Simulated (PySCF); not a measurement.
PySCF input for Si(H)(OH)(NH2)2 (H6N2OSi), SMILES N[SiH](N)O, B3LYP/pcSseg-1. The structure is a stationary point at r2SCAN-D4/def2-SVP. The values are those of a single conformer.

```python
import numpy as np
from pyscf import gto, scf, dft
from pyscf.prop.nmr import rks as nmr

mol = gto.M(
    atom='''
    Si    0.01749807    0.06636378   -0.33535258
    N    -0.25278205   -1.63308194   -0.24192174
    N     1.43820377    0.62295232    0.47498994
    O    -1.25815244    0.88229895    0.37576703
    H     0.14758198    0.36320461   -1.79079819
    H    -0.88951614   -2.05593603   -0.91228179
    H    -0.37356422   -2.06910541    0.66866549
    H     2.35024612    0.29885944    0.16574697
    H     1.42309820    0.70886270    1.48747204
    H    -1.13555157    1.83753769    0.43851799
    ''',
    basis='pcSseg-1',
    charge=0,
    spin=0,
    max_memory=1600,
    verbose=3,
)
mf = dft.RKS(mol, xc='b3lyp')
mf.grids.level = 3
mf.conv_tol = 1e-10
mf.max_cycle = 100
mf.kernel()
n = nmr.NMR(mf)
n.verbose = 2
n.max_cycle_cphf = 60
sigma = n.kernel()
print('atom   isotropic/ppm   span/ppm')
for i, s in enumerate(sigma):
    w = np.linalg.eigvalsh((s + s.T) / 2)
    print(f'{mol.atom_symbol(i):2s}{i + 1:3d} {w.mean():14.3f} {w[2] - w[0]:11.3f}')
```

Program output:

```
converged SCF energy = -477.9345412031
atom   isotropic/ppm   span/ppm
Si  1        375.664      61.453
N   2        226.627      64.558
N   3        237.035      68.964
O   4        277.061      59.384
H   5         26.874       9.086
H   6         30.581      16.577
H   7         30.887      16.086
H   8         31.179      17.780
H   9         31.070      15.806
H  10         30.242      20.407
```

Self-consistency was reached.

Cost: about 16 core-seconds (a rough figure).
